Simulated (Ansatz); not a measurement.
Ansatz (an electronic-structure program) input:
A basis named .json is the Basis Set Exchange file of that set.

Ansatz 0.2 input:
```yaml
crystal:
  periodic: [false, false, false]
  atoms:
    - {symbol: C, position_ang: [0.62366017, 2.12344743, 1.44996855]}
    - {symbol: O, position_ang: [-0.30473185, 1.42584588, 0.63192470]}
    - {symbol: Si, position_ang: [0.05078862, 0.12829665, -0.28267304]}
    - {symbol: O, position_ang: [1.00241061, 0.44749949, -1.57582047]}
    - {symbol: O, position_ang: [-1.35579399, -0.45827572, -0.85856030]}
    - {symbol: C, position_ang: [-2.50429492, -0.70937725, -0.05926475]}
    - {symbol: O, position_ang: [0.87346396, -0.90568313, 0.66986866]}
    - {symbol: C, position_ang: [1.51340228, -2.08969355, 0.21518944]}
    - {symbol: H, position_ang: [0.07684913, 2.88698318, 2.00270832]}
    - {symbol: H, position_ang: [1.39166959, 2.60960792, 0.84233378]}
    - {symbol: H, position_ang: [1.10712098, 1.44612848, 2.15741269]}
    - {symbol: H, position_ang: [0.57283447, 0.78896782, -2.36358903]}
    - {symbol: H, position_ang: [-3.29740983, -1.06812457, -0.71466452]}
    - {symbol: H, position_ang: [-2.83735015, 0.20185939, 0.44216885]}
    - {symbol: H, position_ang: [-2.29749452, -1.47298816, 0.69556496]}
    - {symbol: H, position_ang: [2.22108045, -1.86915046, -0.58692277]}
    - {symbol: H, position_ang: [0.78098512, -2.81536233, -0.14906790]}
    - {symbol: H, position_ang: [2.05127895, -2.52542600, 1.05681803]}
basis:
  gaussian:
    orbitals: aug-cc-pV_D+d_Z.json
magnetization: {spin_polarized: false}
correlation: {method: ccsd_t, electrons: outside_noble_gas}
```

### Question
What final total energy does it print?

### Answer
-709.49059 Eh (CCSD(T)/aug-cc-pV(D+d)Z). The basis has 283 functions.
